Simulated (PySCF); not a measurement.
PySCF input (MN15/def2-TZVPD):

```python
from pyscf import gto, scf, dft

mol = gto.M(
    atom='''
    Ga   -0.30294375   -0.14672427   -0.24381653
    O     1.04322386    0.40060262    0.81135595
    H     1.04546530    1.34363154    1.06746482
    ''',
    basis='def2-tzvpd',
    charge=1,
    spin=1,
    verbose=4,
)

mf = dft.UKS(mol, xc='mn15').density_fit(auxbasis='def2-universal-jkfit')
mf.grids.level = 4
mf.conv_tol = 1e-9
mf.max_cycle = 100
mf.max_memory = 1500
mf.kernel()
if not mf.converged:
    mf = mf.newton()
    mf.kernel(mf.make_rdm1())
for _ in range(2):
    mo, _, stable, _ = mf.stability(return_status=True)
    if stable:
        break
    mf.kernel(mf.make_rdm1(mo, mf.mo_occ))
mf.analyze()
```

Output:

```
PySCF version 2.14.0

[INPUT] verbose = 4
[INPUT] num. atoms = 3
[INPUT] num. electrons = 39
[INPUT] charge = 1
[INPUT] spin (= nelec alpha-beta = 2S) = 1
[INPUT] symmetry False subgroup None
[INPUT] Mole.unit = angstrom
[INPUT] Symbol           X                Y                Z      unit          X                Y                Z       unit  Magmom
[INPUT]  1 Ga    -0.302943750000  -0.146724270000  -0.243816530000 AA   -0.572480718649  -0.277268686127  -0.460746466342 Bohr   0.0
[INPUT]  2 O      1.043223860000   0.400602620000   0.811355950000 AA    1.971407382012   0.757029236583   1.533240535036 Bohr   0.0
[INPUT]  3 H      1.045465300000   1.343631540000   1.067464820000 AA    1.975643089736   2.539095622928   2.017216157408 Bohr   0.0

nuclear repulsion = 84.2449644512329
number of shells = 37
number of NR pGTOs = 172
number of NR cGTOs = 103
basis = def2-tzvpd
ecp = {}

******** <class 'pyscf.df.df_jk.DFUKS'> ********
method = DFUKS
initial guess = minao
damping factor = 0
level_shift factor = 0
DIIS = <class 'pyscf.scf.diis.CDIIS'>
diis_start_cycle = 1
diis_space = 8
diis_damp = 0
SCF conv_tol = 1e-09
SCF conv_tol_grad = None
SCF max_cycles = 100
direct_scf = False
number electrons alpha = 20  beta = 19
XC library pyscf.dft.libxc version 7.1.2
    S. Lehtola, C. Steigemann, M. J. T. Oliveira, and M. A. L. Marques,  SoftwareX 7, 1–5 (2018)
XC functionals = mn15
    H. S. Yu, X. He, S. L. Li, and D. G. Truhlar,  Chem. Sci. 7, 5032–5051 (2016)
    H. S. Yu, X. He, S. L. Li, and D. G. Truhlar,  Chem. Sci. 7, 5032–5051 (2016)
radial grids:
    Treutler-Ahlrichs [JCP 102, 346 (1995); DOI:10.1063/1.469408] (M4) radial grids

becke partition: Becke, JCP 88, 2547 (1988); DOI:10.1063/1.454033
pruning grids: <function nwchem_prune>
grids dens level: 4
symmetrized grids: False
atomic radii adjust function: <function treutler_atomic_radii_adjust>
small_rho_cutoff = 0
Set gradient conv threshold to 3.16228e-05
tot grids = 74352
******** <class 'pyscf.df.df.DF'> ********
auxbasis = def2-universal-jkfit
init E= -2000.35501940816
  alpha nocc = 20  HOMO = -0.272112323601597  LUMO = -0.0441926522434385
  beta  nocc = 19  HOMO = -0.45283437001678  LUMO = -0.272112323601597

WARN: HOMO -0.272112323601597 >= LUMO -0.272112323601597

cycle= 1 E= -2000.40871569488  delta_E= -0.0537  |g|= 0.892  |ddm|= 1.19
[...]
  beta  nocc = 19  HOMO = -0.623353944307414  LUMO = -0.416699029947466
  HOMO = -0.588513127726  LUMO = -0.416699029947  gap/eV = 4.67530
Extra cycle  E= -2000.62158021831  delta_E= 5e-12  |g|= 8.7e-07  |ddm|= 5.94e-06
converged SCF energy = -2000.62158021831  <S^2> = 0.7589648  2S+1 = 2.0089448
uhf_internal: lowest eigs of H = [0.11651349 0.18817667 0.36636627]
<class 'pyscf.df.df_jk.DFUKS'> wavefunction is stable in the internal stability analysis
**** SCF Summaries ****
Total Energy =                       -2000.621580218305780
Nuclear Repulsion Energy =              84.244964451232917
One-electron Energy =                -2943.233307046505161
Two-electron Energy =                  858.366762376966562
Two-electron Coulomb Energy =          942.266365479120623
DFT Exchange-Correlation Energy =      -83.899603102154089
HOMO-LUMO gap [eV] =                     4.675299738335588
**** MO energy ****
                             alpha | beta                alpha | beta
MO #1   energy= -370.425632646622  | -370.424844650695  occ= 1 | 1
MO #2   energy= -45.2328479720003  | -45.2322360402788  occ= 1 | 1
MO #3   energy= -40.6973205342892  | -40.6969488575474  occ= 1 | 1
MO #4   energy= -40.6967938584567  | -40.6964066662764  occ= 1 | 1
MO #5   energy= -40.6941795047405  | -40.6958392039313  occ= 1 | 1
MO #6   energy= -19.0955023338091  | -19.0890117761806  occ= 1 | 1
MO #7   energy= -5.56666071534725  | -5.56466950795526  occ= 1 | 1
MO #8   energy= -4.06052353459001  | -4.06061328153233  occ= 1 | 1
MO #9   energy= -4.05922066498924  | -4.05929350807015  occ= 1 | 1
MO #10  energy= -4.05082041898635  | -4.04862133689014  occ= 1 | 1
MO #11  energy= -1.30043471178092  | -1.28254876394694  occ= 1 | 1
MO #12  energy= -1.22206758556971  | -1.22055543002203  occ= 1 | 1
MO #13  energy= -1.22205387397777  | -1.22054577258958  occ= 1 | 1
MO #14  energy= -1.21695582741846  | -1.21414266371432  occ= 1 | 1
MO #15  energy= -1.21566353232014  | -1.21289357489026  occ= 1 | 1
MO #16  energy= -1.20030507848992  | -1.19292326554937  occ= 1 | 1
MO #17  energy= -0.803969941289267 | -0.784295516196451 occ= 1 | 1
MO #18  energy= -0.688476082709741 | -0.64645094190844  occ= 1 | 1
MO #19  energy= -0.634494602263615 | -0.623353944307414 occ= 1 | 1
MO #20  energy= -0.588513127726216 | -0.416699029947466 occ= 1 | 0
MO #21  energy= -0.28114446848342  | -0.252569743528558 occ= 0 | 0
MO #22  energy= -0.272707689934326 | -0.245113102425227 occ= 0 | 0
MO #23  energy= -0.174934683502563 | -0.14653747125395  occ= 0 | 0
MO #24  energy= -0.0985180928709124 | -0.0785653172124706 occ= 0 | 0
MO #25  energy= -0.0664533118783137 | -0.05731751731775  occ= 0 | 0
MO #26  energy= -0.0466988963140994 | -0.0363253497457573 occ= 0 | 0
MO #27  energy= -0.04372939221337  | -0.0324898499591028 occ= 0 | 0
MO #28  energy= -0.0283448447933663 | -0.0158179940248273 occ= 0 | 0
MO #29  energy= -0.024789932675674 | -0.0136316655122922 occ= 0 | 0
MO #30  energy= -0.0169508526838952 | -0.0131602071080053 occ= 0 | 0
MO #31  energy= -0.00912595805789447 | -0.00631152442312469 occ= 0 | 0
MO #32  energy= 0.00849091122947333 | 0.0124052742413372 occ= 0 | 0
MO #33  energy= 0.0394065915968009 | 0.0441220953621859 occ= 0 | 0
MO #34  energy= 0.0822529757414397 | 0.0917880790959575 occ= 0 | 0
MO #35  energy= 0.108228629201857  | 0.110102127093406  occ= 0 | 0
MO #36  energy= 0.109882864465973  | 0.114242654261865  occ= 0 | 0
MO #37  energy= 0.111535088236854  | 0.131871689474579  occ= 0 | 0
MO #38  energy= 0.119358298633673  | 0.136173068237389  occ= 0 | 0
MO #39  energy= 0.131549584635029  | 0.143728858993175  occ= 0 | 0
MO #40  energy= 0.139128676534006  | 0.150963568018757  occ= 0 | 0
MO #41  energy= 0.15216147576586   | 0.167676595868541  occ= 0 | 0
MO #42  energy= 0.16492806904492   | 0.183657368158843  occ= 0 | 0
MO #43  energy= 0.168801581592537  | 0.185868028278102  occ= 0 | 0
MO #44  energy= 0.227659244522684  | 0.233852570066299  occ= 0 | 0
MO #45  energy= 0.237433781705456  | 0.25031911181982   occ= 0 | 0
MO #46  energy= 0.300000560691653  | 0.314193042210378  occ= 0 | 0
MO #47  energy= 0.308105837638092  | 0.324435448484557  occ= 0 | 0
MO #48  energy= 0.318042134666444  | 0.348193838273401  occ= 0 | 0
MO #49  energy= 0.389713254528114  | 0.409721203878301  occ= 0 | 0
MO #50  energy= 0.411250274767975  | 0.422512537846542  occ= 0 | 0
MO #51  energy= 0.436794666268545  | 0.448658120943572  occ= 0 | 0
MO #52  energy= 0.533363068161353  | 0.54515546142378   occ= 0 | 0
MO #53  energy= 0.560250072350931  | 0.564983629985593  occ= 0 | 0
MO #54  energy= 0.619172525562483  | 0.626285924350398  occ= 0 | 0
MO #55  energy= 0.694296537393752  | 0.709260823588704  occ= 0 | 0
MO #56  energy= 0.694683779327364  | 0.709782422509628  occ= 0 | 0
MO #57  energy= 0.697536500689163  | 0.711220908363411  occ= 0 | 0
MO #58  energy= 0.701094347186173  | 0.714163479170777  occ= 0 | 0
MO #59  energy= 0.702379315002884  | 0.717528961465634  occ= 0 | 0
MO #60  energy= 0.702735886136253  | 0.721223548020445  occ= 0 | 0
MO #61  energy= 0.745756717904626  | 0.780112466288808  occ= 0 | 0
MO #62  energy= 0.789405989706067  | 0.813035256569539  occ= 0 | 0
MO #63  energy= 0.792174002345356  | 0.816137510707488  occ= 0 | 0
MO #64  energy= 0.832784309096015  | 0.849738200423082  occ= 0 | 0
MO #65  energy= 0.854356521994827  | 0.871500195348369  occ= 0 | 0
MO #66  energy= 0.90686688943731   | 0.936128192983833  occ= 0 | 0
MO #67  energy= 0.948035297722832  | 0.965761409242371  occ= 0 | 0
MO #68  energy= 1.07282196174689   | 1.10488994712605   occ= 0 | 0
MO #69  energy= 1.39757125788987   | 1.39590093072999   occ= 0 | 0
MO #70  energy= 1.48287687681773   | 1.4897930486509    occ= 0 | 0
MO #71  energy= 1.58343656855258   | 1.58420162997514   occ= 0 | 0
MO #72  energy= 1.67314809917755   | 1.68717951271933   occ= 0 | 0
MO #73  energy= 1.72893802840958   | 1.75044820050334   occ= 0 | 0
MO #74  energy= 1.92553892330288   | 1.92490286063297   occ= 0 | 0
MO #75  energy= 2.00863689472533   | 2.02764231698728   occ= 0 | 0
MO #76  energy= 2.06156606125977   | 2.08626685402067   occ= 0 | 0
MO #77  energy= 2.06432932676888   | 2.09063751861633   occ= 0 | 0
MO #78  energy= 2.07248471553025   | 2.10009570121524   occ= 0 | 0
MO #79  energy= 2.10092204629503   | 2.13820068687903   occ= 0 | 0
MO #80  energy= 2.18258102837042   | 2.20969559179279   occ= 0 | 0
MO #81  energy= 2.30219089146083   | 2.2975936251455    occ= 0 | 0
MO #82  energy= 2.53311142058206   | 2.53334864202874   occ= 0 | 0
MO #83  energy= 2.55793433075414   | 2.55891735163091   occ= 0 | 0
MO #84  energy= 2.76374018796367   | 2.78902250825294   occ= 0 | 0
MO #85  energy= 2.92053346467246   | 2.93312906733642   occ= 0 | 0
MO #86  energy= 3.01906718018088   | 3.03000984335676   occ= 0 | 0
MO #87  energy= 3.06043422558712   | 3.0860007226466    occ= 0 | 0
MO #88  energy= 3.27702080415602   | 3.31303865973864   occ= 0 | 0
MO #89  energy= 3.55814742435717   | 3.55548089583657   occ= 0 | 0
MO #90  energy= 4.64732699620478   | 4.65076869591118   occ= 0 | 0
MO #91  energy= 4.78890171303986   | 4.79994194156397   occ= 0 | 0
MO #92  energy= 4.82691852529356   | 4.84131770541742   occ= 0 | 0
MO #93  energy= 4.90388149084679   | 4.92556591498722   occ= 0 | 0
MO #94  energy= 4.97463294690277   | 4.99598598336294   occ= 0 | 0
MO #95  energy= 5.07512198350916   | 5.05655810054184   occ= 0 | 0
MO #96  energy= 5.11935083464514   | 5.12778968863773   occ= 0 | 0
MO #97  energy= 5.78349843762491   | 5.7591921794242    occ= 0 | 0
MO #98  energy= 6.04148605368996   | 6.05183747164548   occ= 0 | 0
MO #99  energy= 6.08817983066025   | 6.11706279778595   occ= 0 | 0
MO #100 energy= 6.13172032096165   | 6.13898654612076   occ= 0 | 0
MO #101 energy= 6.39630059673937   | 6.43313650711558   occ= 0 | 0
MO #102 energy= 6.57986120308258   | 6.57128071936368   occ= 0 | 0
MO #103 energy= 41.6483008069262   | 41.6714494560356   occ= 0 | 0

[...]
```
